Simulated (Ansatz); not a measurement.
Reaction (substitution at a C–O bond): `OC([SiH3])S` + CH₃SH → `CSC([SiH3])S` + H₂O

Program: Ansatz. Geometries: PBE0-D4/def2-TZVP. ΔE: electronic, gas phase. CCSD(T)/CBS adds triple-zeta CCSD(T) − MP2 to the extrapolated MP2 energy (def2 sets, frozen cores). This one scheme is used for every species. Functionals use def2-TZVPP. B3LYP here is the variant with VWN-RPA as its local correlation; programs differ in this. One conformer a species, not always the lowest.

`OC([SiH3])S`:

Cartesian coordinates in Å:
```
O 1.086 -0.911 -0.890
C 0.292 0.185 -0.463
Si -0.955 -0.308 0.891
S 1.340 1.467 0.225
H 0.496 -1.613 -1.186
H -0.254 0.624 -1.307
H -2.006 0.730 1.038
H -0.250 -0.523 2.178
H -1.581 -1.587 0.451
H 1.831 1.936 -0.936
```

CH₃SH:

Z-matrix (Å, degrees):
```
C
S 1 1.806
H 1 1.089 2 111.5
H 1 1.089 2 111.5 3 -123.8
H 1 1.090 2 106.2 3 118.1
H 2 1.342 1 97.1 3 61.9
```

`CSC([SiH3])S`:

Z-matrix (Å, degrees):
```
C
S 1 1.799
H 1 1.091 2 106.3
H 1 1.092 2 110.9 3 117.9
H 1 1.090 2 112.1 3 -118.7
C 2 1.815 1 100.6 3 -179.0
S 6 1.806 2 110.3 1 162.9
Si 6 1.886 2 112.7 1 -74.8
H 6 1.095 2 108.9 1 49.1
H 7 1.344 6 96.8 2 74.0
H 8 1.486 6 110.2 2 171.5
H 8 1.485 6 107.4 2 -68.5
H 8 1.488 6 111.2 2 50.9
```

H₂O:

Cartesian coordinates in Å:
```
O 0.023 -0.337 0.192
H -0.757 0.205 0.057
H 0.733 0.132 -0.250
```

```json
{"level": "PBE-D4", "ΔE (kJ/mol)": "-57.9", "difference from CCSD(T)/CBS": "9.1"}
{"level": "r2SCAN-D4", "ΔE (kJ/mol)": "-55.1", "difference from CCSD(T)/CBS": "11.9"}
{"level": "B3LYP-D4", "ΔE (kJ/mol)": "-55.6", "difference from CCSD(T)/CBS": "11.4"}
{"level": "B2PLYP", "ΔE (kJ/mol)": "-52.2", "difference from CCSD(T)/CBS": "14.8"}
{"level": "r2SCAN", "ΔE (kJ/mol)": "-52.6", "difference from CCSD(T)/CBS": "14.4"}
{"level": "PBE0", "ΔE (kJ/mol)": "-51.5", "difference from CCSD(T)/CBS": "15.5"}
{"level": "HF/def2-TZVPP", "ΔE (kJ/mol)": "-35.8", "difference from CCSD(T)/CBS": "31.2"}
{"level": "CCSD(T)/def2-TZVPP", "ΔE (kJ/mol)": "-59.5", "difference from CCSD(T)/CBS": "7.5"}
{"level": "HF/def2-QZVPP", "ΔE (kJ/mol)": "-36.1", "difference from CCSD(T)/CBS": "30.9"}
{"level": "MP2/def2-QZVPP", "ΔE (kJ/mol)": "-77.3", "difference from CCSD(T)/CBS": "-10.3"}
{"level": "CCSD(T)/CBS", "ΔE (kJ/mol)": "-67.0", "difference from CCSD(T)/CBS": "0"}
```

Largest T1 diagnostic among the species: 0.012.

The D4 term adds −14.7 kJ/mol with B3LYP and −8.2 kJ/mol with PBE0; it sums over pairs of atoms, weighted by their polarisabilities, and B3LYP, whose exchange is more repulsive, gets the larger term. In def2-TZVPP, CCSD(T) changes the Hartree–Fock value by −23.7 kJ/mol (the triples alone add −4.3 kJ/mol) and MP2 by −37.1 kJ/mol.
